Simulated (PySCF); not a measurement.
**Telling isomers of C$_{6}$H$_{8}$F$_{2}$ apart by NMR**

- shieldings: GIAO PBE0/pcSseg-1
- coordinates at the GFN2-xTB level
- program: PySCF
- one computed conformer, gas phase, non-relativistic Hamiltonian, fast rotation and ring inversion assumed for equivalent nuclei

References, each an isolated molecule treated in the same way: ¹H (σref 31.72) and ¹³C (σref 186.93) vs TMS. Splittings of carbon signals by F and P are missing where no couplings were computed. Where no couplings were computed, multiplicities follow the n + 1 count of equivalent neighbours, and m marks all less simple cases (inequivalent or close neighbours, rings, F or P nearby). Shifts are as computed. Against solution values, carbons near 30 ppm lie about +3 ppm off and those near 130 ppm about +5 ppm. Of 1211 compounds with measured shifts, 218 miss one by over three times the rms of a fit or turn the order of signals round; such compounds aren't used in these exercises.

(1) Tabulate the signals of `C=C1CC(C(F)F)C1`, `F[C@@H]1[C@@H]2C[C@@H]2C[C@H]1F` and their relative energies.

(2) What is the quickest way to tell C=C1CC(C(F)F)C1 from F[C@@H]1[C@@H]2C[C@@H]2C[C@H]1F?

Results:

(1) 
| SMILES | carbon types | δC | δH | E rel. (kcal/mol) |
| --- | --- | --- | --- | --- |
| C=C1CC(C(F)F)C1 | 1×C 2×CH 3×CH2 | 152.5, 127.2, 117.1, 33.8, 32.8 | 5.96 (m, 1H), 5.36 (s, 2H), 3.05 (m, 2H), 2.65 (m, 2H), 2.60 (m, 1H) | 10.1 |
| F[C@@H]1[C@@H]2C[C@@H]2C[C@H]1F | 4×CH 2×CH2 | 106.4, 102.8, 38.3, 23.6, 20.1, 10.4 | 5.71 (m, 1H), 5.07 (m, 1H), 2.54 (m, 1H), 2.20 (m, 1H), 1.71 (m, 1H), 1.46 (m, 1H), 0.62 (m, 1H), 0.28 (m, 1H) | 0.0 |

Energies are electronic energies at PBE0/pcSseg-1 on these geometries, without zero-point or thermal terms, each for the one conformer computed, which needn't be the lowest.

(2) Count the carbon signals: 5 against 6. The first has a fully substituted alkene carbon (C) at 152.5 ppm, the second an sp3 CH bonded to F at 102.8 ppm. Their most deshielded carbons lie at 152.5 and 106.4 ppm.
